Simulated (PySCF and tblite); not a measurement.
Values are calculated unless marked as measured or tabulated.
propiophenone, C9H10O, numbered as in [CH3:1][CH2:2][C:3](=[O:4])[c:5]1[cH:6][cH:7][cH:8][cH:9][cH:10]1.

Search: ETKDG and KDG, MMFF94s, GFN2-xTB, 90 starts; geometries at GFN2-xTB. Energies: B3LYP-D3(BJ)/def2-SVP (IEF-PCM, chloroform), with GFN2-xTB thermal terms (modes under about 100 cm⁻¹ blended into free rotors). Symmetry numbers and mirror images are counted. Conformers within 3 kcal/mol (GFN2-xTB free energy) were kept, 4 at most. Programs: PySCF with density fitting and tblite.

Torsions listed: C1–C2–C3–O4, O4–C3–C5–C6. Of a mirror pair one member is shown.

```csv
conformer,shape,symmetry
1,"0°, 0°",Cs
2,"-115°, 23°",C1 (pair)
```

(1) Which of these conformers is the most populated at 298.15 K, and with what share?

(2) Give the DFT energies and free energies relative to the lowest, and all weights.

(3) How does its share change from 250 K to 373.15 K?

Answers

(1) Conformer 1, about 97 %.

(2) 
```
conformer       shape  E(DFT) kcal/mol  G(298.15 K) kcal/mol  weight %
        1      0°, 0°             0.00                  0.00      96.9
        2  -115°, 23°             1.98                  2.04       3.1
```

(3) From 98 % to 94 %; the mixing entropy goes from 0.18 to 0.54 cal/(mol K).
